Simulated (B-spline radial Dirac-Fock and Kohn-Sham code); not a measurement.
Elastic scattering of 2 keV electrons by atomic cesium

Calculated with a radial B-spline solver, using relativistic (Dirac) partial waves in the static field of the Dirac-Fock atom with Furness-McCarthy exchange, without polarisation or absorption potentials.

```
θ (°)  dσ/dΩ (Å²/sr)  Sherman function
    0            143             0.000
    1            119             0.000
    2           76.7             0.000
    3           46.0             0.000
    5           19.2             0.000
    7           9.19             0.000
   10           3.47             0.000
   15           1.08             0.000
   20          0.466             0.002
   25          0.247             0.006
   30          0.154             0.008
   40         0.0731            -0.001
   50         0.0405            -0.024
   60         0.0265            -0.035
   70         0.0197            -0.009
   80         0.0156             0.041
   90         0.0120             0.089
  100        0.00858             0.111
  110        0.00616             0.058
  120        0.00645            -0.074
  130         0.0110            -0.115
  140         0.0204            -0.087
  150         0.0333            -0.057
  160         0.0466            -0.033
  170         0.0568            -0.015
  180         0.0605             0.000
```

Q: What integrated cross sections go with this distribution?

A: The total elastic cross section is 2.46 Å², the first transport cross section 0.271 Å² and the second, weighted with (3/2) sin²θ, 0.313 Å². The mean deflection is ⟨1 − cos θ⟩ = 0.110, and 4.0 % of the collisions scatter beyond 90°.

On this grid of angles the cross section has a minimum near 110°.

Phase shifts modulo π (rad) for κ = −1 to −5: 1.259, -0.476, 1.122, -0.103, -0.929.
